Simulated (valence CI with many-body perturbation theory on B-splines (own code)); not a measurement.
**Questions on Sr XXXIII**

Computed by configuration interaction combined with many-body perturbation theory (CI+MBPT): four valence electrons over a frozen Dirac-Fock core [He], radial functions for each j: 11 s, 11 p, 9 d, 7 f, 5 g, 2 h, 1 i, with the one-electron correlation potential Σ1 (screened to all orders), the two-electron term Σ2, the three-electron term Σ3, Breit, model QED; selected single and double excitations, second order for the rest (own B-spline code, finite nucleus).

No measured spectrum was set against this ion. As an estimate, large intervals hold to a few tenths of a per cent, small ones and those within an open d or f shell to about a per cent. Among the levels kept, up to 290 cm⁻¹ of a level comes from second order outside the variational space, and about a tenth of that is noise between levels of different J, which matters for small intervals.

Levels are named by their leading jj configuration (3d3/2^4 stands for four electrons in 3d with j = 3/2), which in mixed levels can hold well under half, so a name can repeat and another be missing.

Rates and lifetimes use the calculated energies. Strong lines usually hold to 10 to 20 %, long lifetimes can be off by a factor of two.

Q: What is the ground level?

A: (2s^2 2p1/2^2) J=0, composition 77 % 2s²2p² ³P + 22 % 2s²2p² ¹S.

Q: Among levels below 2580.7 eV, which E1 lines absorb most strongly from the ground level?

A: to (2s^2 2p1/2 3d3/2) J=1 at 0.5195 nm, f = 1.38; to (2s 2p1/2^2 3p3/2) J=1 at 0.5075 nm, f = 0.400; to (2s 2p1/2^2 2p3/2) J=1 at 5.742 nm, f = 0.118.

Q: How well does LS coupling describe the low levels?

A: Among the lowest 20 levels the leading LS term, summed over configurations, holds 67 % on average. For single configurations the figures are 67 % in LS and 93 % in jj coupling. Terms mix most in the J = 1 level at 306.8 eV, where the leading one holds 42 %.

Q: Where does the other parity begin?

A: At (2s 2p1/2^2 2p3/2) J=2, 170.5 eV.

Q: What is the ionisation energy?

A: 4060.2 eV; NIST lists 4053 ± 4 eV (semi-empirical).

Q: What are the static dipole polarisabilities of the lowest levels?

A: (2s^2 2p1/2^2) J=0 0.00233; (2s^2 2p1/2 2p3/2) J=1 0.00272 (tensor 0.00015); (2s^2 2p1/2 2p3/2) J=2 0.00257 (tensor 0.00031) bohr³, of which the core gives 4.14e-06.

Q: Name the longest-lived excited levels whose lifetime is computed, and their main decay.

A: (2s^2 2p1/2 2p3/2) J=2 at 75.0 eV lives 201 μs, mostly by M1 to (2s^2 2p1/2 2p3/2) J=1; (2s^2 2p1/2 2p3/2) J=1 at 64.1 eV lives 522 ns, mostly by M1 to (2s^2 2p1/2^2) J=0; (2s^2 2p3/2^2) J=2 at 146.8 eV lives 245 ns, mostly by M1 to (2s^2 2p1/2 2p3/2) J=1.
